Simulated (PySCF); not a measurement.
**Two-photon absorption: 2-bromo-1,1-difluoroethane, C2H3BrF2**

Geometry:
```csv
atom,x (Å),y (Å),z (Å)
F1,0.244,-0.197,1.770
C2,-0.241,0.357,0.628
F3,0.228,1.622,0.561
C4,0.259,-0.461,-0.533
Br5,-0.525,0.143,-2.188
H6,-1.332,0.396,0.696
H7,-0.020,-1.503,-0.399
H8,1.340,-0.366,-0.615
```

Level of theory: TDDFT CAM-B3LYP/aug-cc-pVTZ excited states, vertical, gas phase (PySCF 2.14.0). Geometry: PBE0-D3(BJ)/def2-TZVP.

The calculation is non-relativistic, which matters for the atoms heavier than Zn.

(1) Give the one- and two-photon strengths of the lowest singlets.

Results:

(1) δ for parallel linear polarisation; σ at the peak of a Lorentzian of half width 0.1 eV, single beam; Ω is circular over linear.
```csv
state,E (eV),f,photon λ (nm),δ (au),σ (GM),Ω,main
S1,6.21,0.001,400,2.14,0.03,1.47,"HOMO→LUMO 0.43, HOMO→LUMO+1 0.39"
S2,6.30,0.001,393,4.16,0.06,0.95,"HOMO−1→LUMO 0.44, HOMO−1→LUMO+1 0.39"
S3,7.40,0.043,335,28,0.56,1.32,"HOMO→LUMO+1 0.51, HOMO→LUMO 0.35"
S4,7.52,0.058,330,23.4,0.48,1.43,"HOMO−1→LUMO+1 0.52, HOMO−1→LUMO 0.34"
S5,8.15,0.007,304,52.3,1.27,0.86,HOMO→LUMO+2 0.84
S6,8.22,0.016,302,125,3.11,0.65,HOMO−1→LUMO+2 0.84
```

Among these, the strongest one-photon state is S4, the strongest two-photon state S6, with a dipole change of 4.7 D (relaxed, norm of the difference vector).
